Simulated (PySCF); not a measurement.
A PySCF script (with the pyscf-properties extension) for the NMR shieldings of `C1[C@@](C#CC)(F)CS[SiH2]1`, C6H9FSSi, on a GFN2-xTB geometry:

```python
import basis_set_exchange as bse
import numpy as np
from pyscf import gto, dft
from pyscf.prop import nmr

atoms = """
C    -3.244873   -0.625232    0.011509
C    -1.928771   -0.033827    0.007117
C    -0.826810    0.438287    0.000029
C     0.501619    1.027112   -0.004504
F     0.388963    2.404218    0.227152
C     1.377582    0.405399    1.078831
Si    1.862701   -1.314977    0.440277
S     1.613443   -0.884500   -1.649174
C     1.166353    0.860745   -1.372229
H    -3.994704    0.146946    0.179357
H    -3.437423   -1.106523   -0.946611
H    -3.317250   -1.368423    0.804859
H     0.837964    0.380186    2.023876
H     2.254440    1.040610    1.217991
H     0.917411   -2.352294    0.828790
H     3.253073   -1.637467    0.733186
H     0.494398    1.160348   -2.175380
H     2.073124    1.465709   -1.416734
"""
names = dict.fromkeys(["C", "F", "Si", "S", "H"], "pcSseg-1")
basis = {el: gto.basis.parse(bse.get_basis(n, elements=[el], fmt="nwchem")) for el, n in names.items()}
mol = gto.M(atom=atoms, basis=basis, charge=0, verbose=0)
mf = dft.RKS(mol, xc="PBE0")
mf.grids.level = 2
mf.grids.alignment = dft.numint.BLKSIZE   # the property module wants whole blocks of grid points
mf.conv_tol = 1e-9
mf.kernel()

calc = nmr.RKS(mf)   # GIAO
C = mf.mo_coeff
Co = C[:, mf.mo_occ > 0]
resp = mf.gen_response(singlet=True, hermi=2)
def vind(x):   # induced exchange potential for any number of trial vectors
    d = np.einsum("pi,xij,qj->xpq", C, 2 * x.reshape(-1, C.shape[1], Co.shape[1]), Co, optimize=True)
    return np.einsum("xpq,pi,qj->xij", resp(d - d.transpose(0, 2, 1)), C, Co, optimize=True).ravel()
mo1, _ = nmr.rhf.solve_mo1(calc, with_cphf=vind)
sigma = calc.kernel(mo1)
for i, s in enumerate(sigma):   # ppm
    w = np.linalg.eigvalsh((s + s.T) / 2)
    print("%2d %-2s iso %8.1f  s11 %8.1f  s22 %8.1f  s33 %8.1f" % (i, mol.atom_pure_symbol(i), w.mean(), *w))
```

**Question.** What does it print?

**Answer.** 
```
 0 C  iso    182.3  s11    174.5  s22    175.4  s33    197.1
 1 C  iso     92.9  s11     10.2  s22     26.9  s33    241.7
 2 C  iso    102.4  s11      5.3  s22     20.7  s33    281.3
 3 C  iso     90.5  s11     47.4  s22     76.9  s33    147.2
 4 F  iso    327.4  s11    256.8  s22    339.9  s33    385.6
 5 C  iso    158.6  s11    133.9  s22    149.4  s33    192.6
 6 Si iso    368.3  s11    336.5  s22    356.4  s33    412.1
 7 S  iso    707.1  s11    537.2  s22    651.0  s33    933.2
 8 C  iso    141.0  s11    109.2  s22    146.2  s33    167.6
 9 H  iso     29.7  s11     24.3  s22     27.6  s33     37.0
10 H  iso     29.6  s11     24.1  s22     28.2  s33     36.5
11 H  iso     29.6  s11     24.2  s22     28.2  s33     36.4
12 H  iso     29.9  s11     26.0  s22     28.1  s33     35.5
13 H  iso     30.0  s11     25.9  s22     27.4  s33     36.7
14 H  iso     26.8  s11     23.2  s22     24.5  s33     32.7
15 H  iso     26.8  s11     22.9  s22     24.1  s33     33.4
16 H  iso     28.6  s11     24.1  s22     26.8  s33     35.0
17 H  iso     28.5  s11     22.9  s22     27.5  s33     35.0
```

These numbers come from an equivalent density-fitted implementation of the same equations, which agrees with the script to about 0.01 ppm for H and up to a few tenths of a ppm for heavy atoms, so last digits may differ.

**Question.** Turn these shieldings into chemical shifts. Scale: TMS for $^{13}$C (σref 186.93), $^{29}$Si (σref 349.16), $^{1}$H (σref 31.72); $^{19}$F (σref 170.95) against CFCl3; CS2 for $^{33}$S (σref 503.73) (reference shieldings calculated alike).

**Answer.** Averaging equivalent atoms: C 3: 96.4; C 1: 94.0; C 2: 84.5; C 8: 45.9; C 5: 28.3; C 0: 4.6; F 4: -156.5; Si 6: -19.2; S 7: -203; H 15: 4.92; H 14: 4.91; H 17: 3.25; H 16: 3.10; H 9/10/11: 2.09; H 12: 1.85; H 13: 1.72 ppm. Unscaled 19F shifts against computed CFCl3 carry errors that often reach 10 to 50 ppm.

Size and cost of the density-fitted run: 212 basis functions, 64 s wall time on 1 thread of an Arm Neoverse V1, shared host; peak memory 0.95 GiB.
